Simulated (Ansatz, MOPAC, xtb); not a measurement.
Diatomic CsBr, closed-shell singlet (the spin of the measured ground state). No spin–orbit coupling. Br is treated without relativity.

Seven points along R, fitted to fifth degree in 1/R; most abundant isotopes. In def2 and cc sets the state is the lowest found near the PBE0 minimum, followed along R. The singlet is held restricted. HF and MP2 rows in def2 and cc sets belong to the determinant that coupled cluster picked by its CCSD energy.

Codes used: Ansatz (a first-principles code) with Gaussian orbitals; MOPAC for AM1, PM3, PM6, PM7 (differences of heats of formation); xtb for the GFN methods. Values without a source in brackets are computed. In def2 rows elements past Kr take small-core potentials, without spin–orbit coupling.

```
level                 r_e (Å)  ω_e (cm⁻¹)  B_e (cm⁻¹)  ω_e x_e (cm⁻¹)  D_e (eV)  dipole (D)
--------------------  -------  ----------  ----------  --------------  --------  ----------
AM1                     3.064          86      0.0363          0.0066         -           -
PM3                     3.074          89      0.0360            0.10         -           -
PM6                     3.100         149      0.0354            0.22         -           -
PM7                     3.174         193      0.0338            0.46         -           -
GFN1-xTB                3.032         156      0.0370             1.1         -           -
GFN2-xTB                3.066         124      0.0362            0.44         -           -
HF/def2-TZVPP           3.203         137      0.0332            0.35         -           -
HF/def2-QZVPP           3.202         136      0.0332            0.34         -           -
SVWN5/def2-TZVPP        3.029         158      0.0371            0.40      4.42        9.99
PBE/def2-TZVPP          3.091         146      0.0356            0.38      4.05       10.39
r2SCAN/def2-TZVPP       3.107         147      0.0353            0.37      4.22       10.96
B97M-V/def2-TZVPP       3.133         144      0.0347            0.36      3.97       11.09
B3LYP/def2-TZVPP        3.128         143      0.0348            0.37      3.95       10.97
PBE0/def2-TZVPP         3.088         148      0.0357            0.38      4.06       10.79
BHLYP/def2-TZVPP        3.129         145      0.0348            0.37      3.92       11.34
CAM-B3LYP/def2-TZVPP    3.120         146      0.0350            0.37      4.02       11.21
wB97X-V/def2-TZVPP      3.114         147      0.0351            0.37      4.23       11.34
wB97M-V/def2-TZVPP      3.113         147      0.0351            0.36      4.16       11.23
B2PLYP/def2-TZVPP       3.124         144      0.0349            0.37      3.98           -
MP2/def2-TZVPP          3.117         145      0.0350            0.37         -           -
MP2/def2-QZVPP          3.091         148      0.0356            0.36         -           -
SCS-MP2/def2-TZVPP      3.136         143      0.0346            0.36         -           -
SCS-MP2/def2-QZVPP      3.113         145      0.0351            0.35         -           -
CCSD/def2-TZVPP         3.140         143      0.0345            0.36      3.85           -
CCSD/def2-QZVPP         3.118         145      0.0350            0.34      4.02           -
CCSD(T)/def2-TZVPP      3.134         143      0.0347            0.36      3.91           -
CCSD(T)/def2-QZVPP      3.110         146      0.0352            0.35      4.09           -
```

D_e counts from each atom's lowest state at the same level, without counterpoise or zero-point energy.

Correlated levels freeze the inner cores; with def2 sets outer-core shells near the valence are correlated too. The state that AM1, PM3, PM6, PM7 reach isn't checked; PM7 holds dispersion and hydrogen-bond terms.

Measured for the ground state: r_e 3.0723 Å, ω_e 149.66 cm-1, ω_e x_e 0.374 cm-1, B_e 0.036069 cm-1, α_e 0.00012401 cm-1 [Huber and Herzberg (1979), NIST Chemistry WebBook]. D_0 3.994 ± 0.044 eV (a handbook's tabulated 298 K bond energy less 3RT/2; such tables hold older values) [Luo, bond dissociation energies, CRC Handbook]. dipole 10.82 D [compilation of Liu, Meijer and Pérez-Ríos].
